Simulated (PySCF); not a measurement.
How methods differ on the excitation energy of Zn+

Zn+ [Ar] 3d10 4s1 (2S) → Zn+ [Ar] 3d10 4p1 (2P), as a difference of total energies. All numbers are calculated (PySCF 2.14, scalar relativity by spin-free X2C-1e, in x2c-TZVPPall). Correlated levels: valence: [Ar] frozen; valence and next inner shell: [Ne] frozen. The calculations carry no spin-orbit coupling.

| method | excitation energy (eV) |
| --- | --- |
| UHF | 5.844 |
| LDA | 6.420 |
| PBE | 6.233 |
| PBE0 | 6.147 |
| r2SCAN | 6.178 |
| HSE06 | 6.189 |
| r2SCAN0 | 6.138 |
| B2PLYP | 6.234 |
| M06-L | 6.188 |
| MP2 (valence) | 6.198 |
| SCS-MP2 (valence) | 6.157 |
| MP2 (valence and next inner shell) | 6.267 |
| SCS-MP2 (valence and next inner shell) | 6.203 |

Task: How much does correlation contribute at MP2 (valence and next inner shell)?

Result: 6.267 − (5.844) = 0.423 eV, measured against UHF.

Errors of the correlated levels include the incompleteness of this basis and the frozen core.

The basis was made for the ground configuration and has no added diffuse functions, so the excitation energy can come out too high.

For comparison: 6.083 eV (measured; NIST levels, between the centres of gravity of the two terms).
